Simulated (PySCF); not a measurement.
A structure optimised at PBE-D3(BJ)/def2-SVP, used in a PySCF frequency run:

```
Si
F 1 1.6323
F 1 1.6323 2 107.26
H 1 1.4974 2 107.50 3 -115.35
As 1 2.3651 4 117.92 2 122.40
H 5 1.5424 1 89.12 4 45.54
H 5 1.5424 6 91.07 1 89.11
```

Question: Write its SMILES, formula and point group.

Answer: F[SiH](F)[AsH2], AsF₂H₃Si, Cs

Question: What are its rotational constants (standard atomic weights)?

Answer: 6.1725, 1.7863, 1.4988 GHz
